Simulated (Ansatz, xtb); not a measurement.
Molecule: SbBr₂ (charge -1, singlet). 
Structure (B3LYP-D3(BJ)/def2-TZVP (Ansatz, a quantum-chemistry and plane-wave program) minimum search):
```xyz
3

Sb     0.0679     0.0401     0.9856
Br     0.8821    -1.8278    -0.7091
Br    -0.9809     1.7694    -0.7272
```
Charge -1, spin multiplicity 1.

Harmonic wavenumbers from GFN2-xTB (xtb, at its own minimum), cm⁻¹: 43, 156, 173.

Q: Give the harmonic wavenumbers at B3LYP-D3(BJ)/def2-TZVP (Ansatz, finite differences of forces, unscaled).

A: 63, 187, 201 cm⁻¹. Zero-point energy 0.6 kcal/mol.

Q: From these and the geometry, give the ideal-gas thermochemistry at 298.15 K and 1 atm (rigid rotor, harmonic oscillator).

A: Point group C2v, rotational symmetry number 2. Rotational constants 2.503, 0.7708, 0.5894 GHz. S(trans) 42.80, S(rot) 28.65, S(vib) 8.74, S(elec, spin only) 0.00, S 80.2 cal/(mol K). H(298) - H(0) 3.59 kcal/mol; G - E(el) -19.7 kcal/mol.
